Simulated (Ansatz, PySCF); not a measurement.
This singlet lies 0.78 eV below the relaxed triplet at the level frozen-core CCSD(T)/aug-cc-pVDZ // B3LYP-D3(BJ)/def2-TZVPD (Ansatz, a program for electronic structure).

B3LYP has the VWN-RPA correlation part, as in Gaussian. 

Cartesian coordinates (Å):
SMILES: N#[C][Al-][SiH3]
```xyz
7

N      3.0431     0.4589     0.1273
C      2.1575    -0.2091    -0.2188
Al     0.7779    -1.5769    -0.9144
Si    -1.1236     0.0331    -0.1922
H     -1.1383     1.3887    -0.8522
H     -1.1956     0.3705     1.2757
H     -2.5211    -0.4651    -0.4675
```
Charge -1, spin multiplicity 1.

Task: What total energy and HOMO does B3LYP-D3(BJ)/def2-TZVPD run with PySCF give?

Result: 
The total energy is -626.7216 Ha and the HOMO comes out as -0.77 eV.
